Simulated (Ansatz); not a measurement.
CH$_{3}$NO$_{4}$Ti, SMILES `O=C=[N][Ti]([OH])([OH])[OH]`, relaxed with RKS PBE-D4/def2-SVP in Ansatz 0.2.0 from a rough embedded geometry. The force threshold is 0.03 eV/Å; the program also tests the step.

Total charge 0; spin multiplicity 1.

Start:

```xyz
10

O    -2.696   -1.622    1.441
C    -2.001   -1.242    0.435
N    -1.329   -0.856   -0.576
Ti    0.317    0.239   -0.420
O     0.742    0.497    1.545
O     1.871   -0.760   -1.216
O     0.150    1.966   -1.270
H     1.565    1.022    1.521
H     1.936   -1.633   -0.702
H    -0.554    2.390   -0.757
```

How much energy does the relaxation release, and in how many steps? (Estimate.)

Computed: 1.95 eV, in 12 steps, 1 of them rejected.

Which bonds change most? (Estimate.)

The calculation gave: Ti4–O5 from 2.027 to 1.792 Å; Ti4–O6 from 2.012 to 1.789 Å; Ti4–O7 from 1.932 to 1.798 Å; O1–C2 from 1.280 to 1.185 Å.

Give the relaxed structure. (Estimate.)

Computed: 
```xyz
10

O    -3.129   -1.918    0.830
C    -2.123   -1.373    0.523
N    -1.081   -0.827    0.206
Ti    0.403    0.307   -0.217
O     1.026    1.006    1.311
O     1.655   -0.664   -1.049
O    -0.093    1.639   -1.318
H     1.884    0.921    1.761
H     1.839   -1.618   -1.007
H    -0.381    2.527   -1.040
```
